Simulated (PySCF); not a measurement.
## Computed vibrations of [DyH3(NH3)]−

[DyH3(NH3)]− (singlet in the valence; each metal's 4f electrons, 10 of them, lie in its core potential, out of spins and levels). PySCF 2.14.0, RKS PBE0, Dy lcecp-0-SVP with ECP56, H def2-SVP, N def2-SVP; non-relativistic Hamiltonian with scalar-relativistic core potentials where named; density fitting; no spin-orbit coupling. Central differences of gradients.

```xyz
8

Dy    0.1455   -0.1455    0.1455
H     1.1364    1.7066    1.1364
H    -1.7066   -1.1364    1.1364
H     1.1364   -1.1364   -1.7066
N    -1.3967    1.3967   -1.3967
H    -1.9952    1.9952   -0.8299
H    -0.8299    1.9952   -1.9952
H    -1.9952    0.8299   -1.9952
```

Run from Python with OMP_NUM_THREADS=2. Where DIIS fails, smearing, a level shift and second-order steps follow.
It took 36 s on 2 threads of Arm Neoverse V1 (shared host).

What are the harmonic wavenumbers and infrared intensities?

Modes are labelled in C3v; negative numbers are unstable modes, those under 60 cm⁻¹ near the noise; a finer grid moves soft modes by up to 10 cm⁻¹.
```json
{"cm⁻¹": "-88", "km/mol": "–", "symmetry": "e"}
{"cm⁻¹": "-88", "km/mol": "–", "symmetry": "e"}
{"cm⁻¹": "53", "km/mol": "0.0", "symmetry": "a2"}
{"cm⁻¹": "212", "km/mol": "123.8", "symmetry": "a1"}
{"cm⁻¹": "320", "km/mol": "1161.0", "symmetry": "a1"}
{"cm⁻¹": "375", "km/mol": "114.6", "symmetry": "e"}
{"cm⁻¹": "375", "km/mol": "114.6", "symmetry": "e"}
{"cm⁻¹": "443", "km/mol": "269.6", "symmetry": "e"}
{"cm⁻¹": "443", "km/mol": "269.6", "symmetry": "e"}
{"cm⁻¹": "922", "km/mol": "1018.3", "symmetry": "e"}
{"cm⁻¹": "922", "km/mol": "1018.3", "symmetry": "e"}
{"cm⁻¹": "1017", "km/mol": "46.1", "symmetry": "a1"}
{"cm⁻¹": "1039", "km/mol": "125.0", "symmetry": "a1"}
{"cm⁻¹": "1620", "km/mol": "20.9", "symmetry": "e"}
{"cm⁻¹": "1620", "km/mol": "20.9", "symmetry": "e"}
{"cm⁻¹": "3510", "km/mol": "1.7", "symmetry": "a1"}
{"cm⁻¹": "3657", "km/mol": "15.0", "symmetry": "e"}
{"cm⁻¹": "3657", "km/mol": "15.0", "symmetry": "e"}
```

Is this a minimum?

No: 2 unstable; the lowest moves the atoms so:
```
Dy   0.00  0.00  0.00
H   -0.03  0.09 -0.14
H    0.41 -0.40  0.36
H   -0.26  0.33 -0.32
N    0.01  0.00 -0.01
H   -0.02  0.17 -0.23
H    0.29 -0.16  0.09
H    0.08  0.06 -0.14
```

An lcecp potential fixes the number of 4f electrons, so in runs with it no electron can move into or out of that shell; real Dy(II) is rare or takes another configuration.
